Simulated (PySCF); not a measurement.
# Ionisation energy of Pb³⁶⁺ by level of theory

Pb³⁶⁺ [Kr] 4d10 (1S) → Pb³⁷⁺ [Kr] 4d9 (2D), as a difference of total energies. Calculation: PySCF 2.14, in an even-tempered Gaussian basis (18 s from 3.5 bohr⁻², ratio 2.5; 12 p from 4.6 bohr⁻², ratio 2.5; 9 d from 4.6 bohr⁻², ratio 2.5; 4 f from 24 bohr⁻², ratio 2.7; 3 g from 36 bohr⁻², ratio 2.7); no relativity, point nucleus. Correlated levels: outer shells: [Ar] 3d10 frozen; virtual orbitals above 40 to 60 times the deepest correlated orbital energy dropped. The calculations carry no spin-orbit coupling.

```
                method  ionisation energy (eV)
                   UHF                  1714.6
                   LDA                  1714.9
                   PBE                  1714.7
                  PBE0                  1715.3
                r2SCAN                  1715.7
             BHandHLYP                  1715.2
                  MN15                  1713.1
    MP2 (outer shells)                  1715.1
SCS-MP2 (outer shells)                  1715.0
```

A first-order spin-orbit estimate (lowest level to lowest level, LS coupling) adds -10.414 eV.

All relativistic terms are absent from these numbers, so their closeness to the reference says little about the methods.

For comparison: 1704 ± 5 eV (theoretical estimate listed by NIST; NIST Atomic Spectra Database, ionization energies).
